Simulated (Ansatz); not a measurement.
Tetraphenylethylene (C₂₆H₂₀). Charge 0, multiplicity 1. Geometry PBE-D4/def2-SVP.

```csv
atom,x (Å),y (Å),z (Å)
C1,0.198,-1.006,4.618
C2,0.593,-1.875,3.587
C3,0.609,-1.433,2.258
C4,0.230,-0.112,1.930
C5,0.257,0.371,0.522
C6,-0.257,-0.371,-0.522
C7,-1.120,-1.564,-0.299
C8,-2.185,-1.535,0.630
C9,-3.000,-2.657,0.822
C10,-2.768,-3.834,0.092
C11,-1.722,-3.874,-0.844
C12,-0.913,-2.747,-1.045
C13,0.013,-0.033,-1.946
C14,1.317,0.283,-2.389
C15,1.564,0.586,-3.734
C16,0.513,0.581,-4.666
C17,-0.786,0.256,-4.243
C18,-1.031,-0.058,-2.899
C19,0.877,1.709,0.316
C20,2.087,2.046,0.965
C21,2.676,3.304,0.779
C22,2.057,4.259,-0.043
C23,0.842,3.945,-0.675
C24,0.259,2.685,-0.498
C25,-0.142,0.760,2.979
C26,-0.168,0.314,4.308
H27,0.183,-1.354,5.662
H28,0.899,-2.906,3.822
H29,0.923,-2.116,1.455
H30,-2.372,-0.613,1.200
H31,-3.828,-2.611,1.546
H32,-3.407,-4.717,0.246
H33,-1.536,-4.790,-1.426
H34,-0.098,-2.779,-1.785
H35,2.144,0.284,-1.664
H36,2.589,0.823,-4.059
H37,0.708,0.823,-5.722
H38,-1.615,0.244,-4.967
H39,-2.050,-0.319,-2.572
H40,2.571,1.302,1.616
H41,3.625,3.542,1.283
H42,2.517,5.249,-0.186
H43,0.341,4.694,-1.309
H44,-0.695,2.445,-0.991
H45,-0.423,1.797,2.741
H46,-0.474,1.004,5.109
```

B3LYP takes the VWN-RPA correlation. Single mean-field runs in def2-SVP, def2-TZVP are fitted with def2-universal-jkfit. The restricted singlet is unstable towards broken spin symmetry in Hartree–Fock (as tested in another run); at HF/6-31G this wasn't settled.

(1) Estimate the orbital energies around the gap (eV) in Ansatz with HF/6-31G, PBE-D4/def2-SVP, B3LYP-D4/6-31G, PBE0-D4/def2-SVP, PBE0-D4/def2-TZVP.

Results:

(1) 
```tsv
orbital	HF/6-31G	PBE-D4/def2-SVP	B3LYP-D4/6-31G	PBE0-D4/def2-SVP	PBE0-D4/def2-TZVP
HOMO−5	-9.24	-6.36	-6.92	-7.40	-7.41
HOMO−4	-9.13	-6.26	-6.81	-7.29	-7.31
HOMO−3	-8.87	-6.09	-6.64	-7.10	-7.12
HOMO−2	-8.77	-6.03	-6.57	-7.03	-7.05
HOMO−1	-8.61	-5.94	-6.45	-6.92	-6.94
HOMO	-7.04	-4.86	-5.24	-5.70	-5.71
LUMO	2.10	-2.29	-1.34	-1.56	-1.62
LUMO+1	3.40	-1.39	-0.27	-0.54	-0.68
LUMO+2	3.51	-1.32	-0.21	-0.46	-0.58
LUMO+3	3.86	-1.07	0.05	-0.18	-0.30
LUMO+4	4.02	-0.98	0.16	-0.06	-0.19
LUMO+5	4.09	-0.94	0.20	0.00	-0.11
```
